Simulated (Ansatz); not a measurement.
Consider the redistribution: `CC[Si]Cl` + `F[SiH2][SiH2]F` → `CC[Si]F` + `F[SiH2][SiH2]Cl`.

Isolated molecules relaxed with PBE0-D4/def2-TZVP in Ansatz; ΔE leaves out vibrations. CCSD(T)/CBS is the MP2 limit (def2-TZVPP, def2-QZVPP) plus CCSD(T) − MP2 in def2-TZVPP, frozen cores. This one scheme is used for every species. DFT in def2-TZVPP. Each species was taken in one conformer, which may not be the lowest.

```csv
level,ΔE (kJ/mol)
PBE-D4,-2.9
ωB97M-V,-5.7
HF/def2-QZVPP,-3.4
HF/CBS(def2),-3.5
```

Task: What does CCSD(T)/CBS give? (An estimate is asked.)

Result: Computed: -3.5 kJ/mol. The listed levels differ from it by 0.6, -2.2, 0.1, 0.0 kJ/mol.

Largest T1 diagnostic among the species: 0.013.
